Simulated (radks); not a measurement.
Species: Te+. Configuration: [Kr] 4d9 5s2 5p3 5d1 (not the ground configuration).

Calculated with a radial shooting solver on a logarithmic mesh with Libxc functionals: scalar-relativistic Kohn-Sham, PBE, spin-polarised, spherical densities, finite nucleus; open shells are filled with parallel spins first (spin-orbit coupling, left out, can overturn this in heavy ions); Fermi nuclear charge, rms radius 4.7423 fm.

Energy parts (eV):
total: -184823.807
kinetic: 193643.126
electron-nucleus: -446133.932
Hartree: 72422.777
exchange-correlation: -4755.778

Orbitals (lengths in bohr, moments of r in powers of bohr; r(max) is where P^2 peaks):
orbital,occ.,eigenvalue (eV),<r^2>,<r>,r(max),<r^4>
1s up,1,-31648.20,0.001048,0.02781,0.01794,2.872e-06
1s down,1,-31648.09,0.001048,0.02781,0.01794,2.872e-06
2s up,1,-4871.836,0.01694,0.1199,0.1014,0.0004926
2s down,1,-4871.445,0.01694,0.1199,0.1014,0.0004926
2p up,3,-4375.754,0.01340,0.1048,0.08123,0.0003555
2p down,3,-4375.401,0.01340,0.1048,0.08123,0.0003555
3s up,1,-986.3972,0.1186,0.3221,0.2926,0.02140
3s down,1,-986.1406,0.1185,0.3221,0.2926,0.02138
3p up,3,-825.1506,0.1189,0.3202,0.2862,0.02253
3p down,3,-824.8559,0.1189,0.3201,0.2862,0.02250
3d up,5,-581.4283,0.1043,0.2967,0.2378,0.01991
3d down,5,-581.0296,0.1042,0.2967,0.2378,0.01989
4s up,1,-184.5776,0.6537,0.7608,0.6996,0.6289
4s down,1,-183.2763,0.6535,0.7607,0.6997,0.6278
4p up,3,-134.2677,0.7559,0.8146,0.7356,0.8700
4p down,3,-132.9618,0.7548,0.8142,0.7357,0.8656
4d up,5,-60.6496,1.055,0.9497,0.8034,1.905
4d down,4,-59.2537,1.044,0.9457,0.8034,1.852
5s up,1,-28.9124,4.221,1.938,1.726,26.47
5s down,1,-26.1036,4.194,1.928,1.705,26.50
5p up,3,-18.1178,5.943,2.292,1.997,54.34
5p down,0,-15.2075,6.110,2.317,1.983,58.78
5d up,1,-5.8083,16.02,3.706,2.960,445.8

The highest occupied level is 5d up at -5.808 eV. The configuration is held as typed, so some empty levels lie below it. Spin moment in Bohr magnetons: 5. The density falls to 0.001 e/bohr^3 at r = 4.54 bohr. The electron density at the nucleus is 2.35e+05 e/bohr^3 (large components only). The spin density at the nucleus is -3.626 e/bohr^3 (1s -0.516, 2s -0.725, 3s 0.268, 4s 0.017, 5s -2.670).
